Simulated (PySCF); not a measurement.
**Electric field gradients and quadrupole coupling constants**

Pentachloroethane, C₂HCl₅.
Cartesian coordinates in Å at the PBE0-D3(BJ)/def2-TZVP level; atoms count from 1:
```xyz
8
C2HCl5 angstrom
Cl     1.090   -1.831   -0.399
C      0.768   -0.114   -0.193
Cl     1.799    0.561    1.063
C     -0.726    0.154    0.095
Cl    -1.246   -0.606    1.590
Cl    -0.967    1.904    0.186
Cl    -1.671   -0.469   -1.264
H      1.013    0.385   -1.128
```

Field gradients from the PBE0/pcSseg-2 density (PySCF, non-relativistic), principal values in atomic units, ordered |Vxx| ≤ |Vyy| ≤ |Vzz|:

| atom | Vxx | Vyy | Vzz |
| --- | --- | --- | --- |
| Cl1 | -2.0554 | -2.1411 | 4.1965 |
| Cl3 | -2.0556 | -2.1414 | 4.1970 |
| Cl5 | -2.1293 | -2.1684 | 4.2976 |
| Cl6 | -2.0638 | -2.2168 | 4.2806 |
| Cl7 | -2.0637 | -2.2164 | 4.2801 |

Q: Find the asymmetry η = (Vxx − Vyy)/Vzz and the couplings χ = eQV/h (234.96 MHz × Q in barn × V in au), with Q(35Cl) = −0.0817 b.

A: 
```json
{"atom": "Cl1", "environment": "alkyl chlorine", "nucleus": "35Cl", "η": "0.02", "χzz (MHz)": "-80.56", "χxx (MHz)": "39.46", "χyy (MHz)": "41.10"}
{"atom": "Cl3", "environment": "alkyl chlorine", "nucleus": "35Cl", "η": "0.02", "χzz (MHz)": "-80.57", "χxx (MHz)": "39.46", "χyy (MHz)": "41.11"}
{"atom": "Cl5", "environment": "chlorine of a CCl3 group", "nucleus": "35Cl", "η": "0.01", "χzz (MHz)": "-82.50", "χxx (MHz)": "40.87", "χyy (MHz)": "41.62"}
{"atom": "Cl6", "environment": "chlorine of a CCl3 group", "nucleus": "35Cl", "η": "0.04", "χzz (MHz)": "-82.17", "χxx (MHz)": "39.62", "χyy (MHz)": "42.55"}
{"atom": "Cl7", "environment": "chlorine of a CCl3 group", "nucleus": "35Cl", "η": "0.04", "χzz (MHz)": "-82.16", "χxx (MHz)": "39.62", "χyy (MHz)": "42.55"}
```

The gradient is axial or nearly so (η below 0.05) at Cl1, Cl3, Cl5, Cl6 and Cl7. 

Q: What is Vzz at Cl5 in SI units (1 au = 9.71736 × 10²¹ V/m²)?

A: 4.2976 au = 41.761 × 10²¹ V/m².

Q: And the gradient at the other heavy atoms, for which no coupling is worked out here?

A: 
```
atom   environment  Vzz (au)     η
  C2  CHCl2 carbon    -0.375  0.64
  C4   CCl3 carbon    -0.262  0.07
```

Q: What couplings would deuterons (Q(2H) = 0.00286 b) have in place of the hydrogens, at this geometry?

A: 
| atom | bonded to | bond length (Å) | Vzz (au) | η | χzz (kHz) |
| --- | --- | --- | --- | --- | --- |
| H8 | C2 | 1.088 | 0.2699 | 0.00 | 181 |

Geometry: PBE0-D3(BJ)/def2-TZVP; no solvent, vibrations or thermal averaging.
